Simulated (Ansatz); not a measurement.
CH4ClGeNO (`[Cl][GeH]1[NH]C[O]1`), relaxed with RKS PBE-D4/def2-SVP in the Gaussian-basis code of Ansatz from a rough embedded geometry. The force threshold is 0.03 eV/Å; the program also tests the step.

The species carries charge 0 and has multiplicity 1.

Start:

```xyz
9

Cl    1.674   -2.370    0.325
Ge    0.880   -0.413    0.701
N     0.336    0.335   -0.849
C    -1.044    0.241   -0.449
O    -0.904   -0.433    0.853
H     1.595    0.576    1.687
H     0.583    1.400   -0.811
H    -1.578   -0.475   -1.115
H    -1.542    1.138   -0.342
```

Problem. How much energy does the relaxation release, and in how many steps? (Best estimate.)

Solution. The calculation gave: 53.87 kJ/mol, in 7 steps.

Problem. Which bonds change most? (Estimate.)

Solution. Ansatz gave: C4–H9 from 1.032 to 1.117 Å; N3–H7 from 1.094 to 1.025 Å; Ge2–N3 from 1.805 to 1.852 Å; N3–C4 from 1.439 to 1.477 Å.

Problem. Give the relaxed structure. (An estimate is asked.)

Solution. The calculation gave: 
```xyz
9

Cl    1.865   -2.299    0.451
Ge    0.879   -0.383    0.711
N     0.318    0.419   -0.862
C    -1.080    0.236   -0.423
O    -0.938   -0.493    0.811
H     1.635    0.335    1.859
H     0.605    1.362   -1.144
H    -1.666   -0.377   -1.148
H    -1.619    1.200   -0.257
```
